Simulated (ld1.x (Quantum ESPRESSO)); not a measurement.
LDA (PZ) TM dataset for P, non-relativistic all-electron reference.

phosphorus (P), norm-conserving Troullier–Martins (Kleinman–Bylander form), made with ld1.x (Quantum ESPRESSO) 7.5 (LDA (PZ), non-relativistic). Core [Ne], reference 3s2 3p1 (charge +2). Waves: 3s (bound): rc 1.45 bohr; 3p (bound): rc 1.55 bohr; 3d channel at 0.15 Ry: rc 1.35 bohr. Local part: all-electron potential smoothed inside 1.30 bohr (lloc = -1). Core correction: Bessel-smoothed model core inside 1.15 bohr.

Poles of the logarithmic derivatives, all-electron (AE) and pseudo (PS). s: poles at 1.6 (AE) and 0.6, 4.4 (PS) Ry. p: poles at 2.5 (AE) and 2.1 (PS) Ry. d: poles at 2.9 (AE) and 3.0 (PS) Ry. Test radius 1.71 bohr.

- Cutoffs needed: 21 Ry and 50 Ry (the cutoffs (Ry, on a coarse ladder) from which the occupation-weighted sum of valence levels, in a spherical-Bessel basis at the reference potential, stays within 10 and 1 mRy of its value at 400 Ry)
- Ghost test: no extra level below or beside the all-electron valence levels (s, p, d, f tested) (spherical-Bessel basis up to 400 Ry, 20 bohr box)
- Largest excitation error: +103 meV (all-electron minus pseudo) for 3s1 3p0, out of 7 test configurations
